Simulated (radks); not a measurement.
Coulomb parameter of the 4f shell of the neodymium ion Nd+ in the model configuration [Xe] 4f3 6s1 6p1, as a second difference U = [E(n + 1) + E(n - 1) - 2 E(n)] / (1)^2 with all orbitals relaxed. "Bare": the charge of the atom changes with n. "Screened": the 6p shell takes up the change at fixed total charge, which measures U(4f,4f) + U(6p,6p) - 2 U(4f,6p). Method: Dirac Kohn-Sham, BLYP, spin-unpolarised, spherical densities, finite nucleus; open shells are shared between the two j in proportion to 2j + 1; Fermi nuclear charge, rms radius 4.9123 fm; computed with a radial shooting solver on a logarithmic mesh with Libxc functionals.

| case | configuration | E - E(n) (eV) |
|---|---|---|
| start | [Xe] 4f3 6s1 6p1 | 0.000 |
| bare +1 | [Xe] 4f4 6s1 6p1 | -9.054 |
| bare -1 | [Xe] 4f2 6s1 6p1 | 24.305 |
| screened +1 | [Xe] 4f4 6s1 | -5.693 |
| screened -1 | [Xe] 4f2 6s1 6p2 | 13.899 |

U(bare) = 15.251 eV, U(screened by 6p) = 8.207 eV, against the Slater integral F0(4f,4f) = 25.636 eV with frozen orbitals.
